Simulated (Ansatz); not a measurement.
Coupled-cluster diagnostics for Ca₂O₃ (the lowest singlet isomer of a short search), Ansatz.

Geometry of the singlet (r2SCAN-D4/def2-SVP):

```xyz
5

Ca   -0.130    0.966   -1.139
Ca   -0.215   -0.557    1.375
O     1.284   -0.421   -0.212
O     0.056   -1.170   -0.706
O    -0.995    1.181    0.682
```

Correlated methods freeze 13 core orbitals; core or outer-core shells of Ca are correlated, in sets that lack core-valence functions. The structure holds one bond between oxygen atoms, so isomers without such links may lie far lower. The structure comes from a short search, and lower isomers may exist.

Estimate the CCSD(T) correlation energy, the shares of MP2 and (T), T1 and the reference's ⟨S²⟩ for: charge 0, singlet, own geometry in def2-TZVPP; and the rough time on 4 threads of Arm Neoverse V2 on a shared host.


| state | basis | correlation (eV) | MP2 share (%) | (T) share (%) | T1 | ⟨S²⟩ (pure) | wall time |
| --- | --- | --- | --- | --- | --- | --- | --- |
| charge 0, singlet, own geometry | def2-TZVPP | -33.092 | 95.6 | 3.7 | 0.018 | 0.00 (0.00) | 43 s |
Customary marks for T1 are 0.02 (closed shells), 0.045 (open shells) and about 0.05 (3d metals). T1 stays under 0.02 throughout.
